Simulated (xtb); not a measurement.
xtb input (GFN1-xTB):

```bash
xtb mol.xyz --gfn 1 --sp --chrg 0 --uhf 0
```
mol.xyz:
```
12

C      2.88887782    -0.12196154     0.02848622
C      1.50410566    -0.00348332    -0.57444304
O      0.54113885    -0.07019006     0.47019008
Ge    -1.19387368     0.04425519     0.04858533
H      2.99266576    -1.06981594     0.55834154
H      3.06511891     0.68818671     0.73739062
H      3.65117070    -0.07385413    -0.75232466
H      1.41124385     0.94568645    -1.11980203
H      1.33877550    -0.81268506    -1.29888868
H     -1.92854761    -0.06196239     1.38877775
H     -1.45504820     1.39549588    -0.64925841
H     -1.55843282    -1.11302797    -0.90474658
```

End of the output:

```
         :::::::::::::::::::::::::::::::::::::::::::::::::::::
         ::                     SUMMARY                     ::
         :::::::::::::::::::::::::::::::::::::::::::::::::::::
         :: total energy             -14.911833749329 Eh    ::
         :: gradient norm              0.032227688963 Eh/a0 ::
         :: HOMO-LUMO gap              6.005438635608 eV    ::
         ::.................................................::
         :: SCC energy               -15.030683588017 Eh    ::
         :: -> electrostatic           0.060693367552 Eh    ::
         :: repulsion energy           0.122118057874 Eh    ::
         :: dispersion energy         -0.003268219186 Eh    ::
         :: halogen bond corr.         0.000000000000 Eh    ::
         :: add. restraining           0.000000000000 Eh    ::
         :: total charge              -0.000000000000 e     ::
         :::::::::::::::::::::::::::::::::::::::::::::::::::::

           -------------------------------------------------
          |                Property Printout                |
           -------------------------------------------------

    * Orbital Energies and Occupations

         #    Occupation            Energy/Eh            Energy/eV
      -------------------------------------------------------------
         1        2.0000           -0.7614274             -20.7195
         2        2.0000           -0.6732780             -18.3208
         3        2.0000           -0.6412950             -17.4505
         4        2.0000           -0.6212234             -16.9043
         5        2.0000           -0.5797381             -15.7755
         6        2.0000           -0.5655987             -15.3907
         7        2.0000           -0.5436634             -14.7938
         8        2.0000           -0.5111761             -13.9098
         9        2.0000           -0.5070597             -13.7978
        10        2.0000           -0.4768791             -12.9765
        11        2.0000           -0.4758148             -12.9476
        12        2.0000           -0.4660016             -12.6805
        13        2.0000           -0.4536069             -12.3433 (HOMO)
        14                         -0.2329111              -6.3378 (LUMO)
        15                         -0.2282200              -6.2102
Note: The following floating-point exceptions are signalling: IEEE_DENORMAL
normal termination of xtb
        16                         -0.2045846              -5.5670
        17                         -0.1833226              -4.9885
        18                         -0.1635221              -4.4497
        19                         -0.1225535              -3.3349
        20                         -0.0898547              -2.4451
        21                         -0.0814373              -2.2160
        22                         -0.0702236              -1.9109
        23                         -0.0644997              -1.7551
        24                         -0.0525330              -1.4295
       ...                                ...                  ...
        37                          0.4991166              13.5817
      -------------------------------------------------------------
                  HL-Gap            0.2206958 Eh            6.0054 eV
             Fermi-level           -0.3432590 Eh           -9.3406 eV

  Mulliken/CM5 charges         n(s)   n(p)   n(d)
     1C    -0.09375 -0.24146   1.012  3.082  0.000
     2C     0.21630  0.13505   0.992  2.792  0.000
     3O    -0.48387 -0.56882   1.705  4.779  0.000
     4Ge    0.33513  0.18277   1.375  1.904  0.386
     5H     0.04185  0.09558   0.958  0.000  0.000
     6H     0.04185  0.09558   0.958  0.000  0.000
     7H     0.02503  0.07643   0.975  0.000  0.000
     8H     0.01661  0.07892   0.983  0.000  0.000
     9H     0.01661  0.07892   0.983  0.000  0.000
    10H    -0.02757  0.03463   1.028  0.000  0.000
    11H    -0.04409  0.01620   1.044  0.000  0.000
    12H    -0.04409  0.01620   1.044  0.000  0.000

Wiberg/Mayer (AO) data.
largest (>0.10) Wiberg bond orders for each atom

 ---------------------------------------------------------------------------
     #   Z sym  total        # sym  WBO       # sym  WBO       # sym  WBO
 ---------------------------------------------------------------------------
     1   6 C    3.996 --     2 C    1.015     7 H    0.986     5 H    0.984
                             6 H    0.984
     2   6 C    3.926 --     1 C    1.015     8 H    0.965     9 H    0.965
                             3 O    0.936
     3   8 O    2.184 --     4 Ge   1.111     2 C    0.936
     4  32 Ge   3.917 --     3 O    1.111    10 H    0.907    12 H    0.904
                            11 H    0.904
     5   1 H    1.006 --     1 C    0.984
     6   1 H    1.006 --     1 C    0.984
     7   1 H    1.004 --     1 C    0.986
     8   1 H    1.013 --     2 C    0.965
     9   1 H    1.013 --     2 C    0.965
    10   1 H    0.999 --     4 Ge   0.907
    11   1 H    0.997 --     4 Ge   0.904
    12   1 H    0.997 --     4 Ge   0.904
 ---------------------------------------------------------------------------

Topologies differ in total number of bonds
Writing topology from bond orders to xtbtopo.mol

 dipole moment from electron density (au)
     X       Y       Z
   0.2004   0.0658  -0.7270  total (Debye):    1.924

           -------------------------------------------------
          | TOTAL ENERGY              -14.911833749329 Eh   |
          | GRADIENT NORM               0.032227688963 Eh/α |
          | HOMO-LUMO GAP               6.005438635608 eV   |
           -------------------------------------------------

------------------------------------------------------------------------
------------------------------------------------------------------------
 total:
 SCF:
```
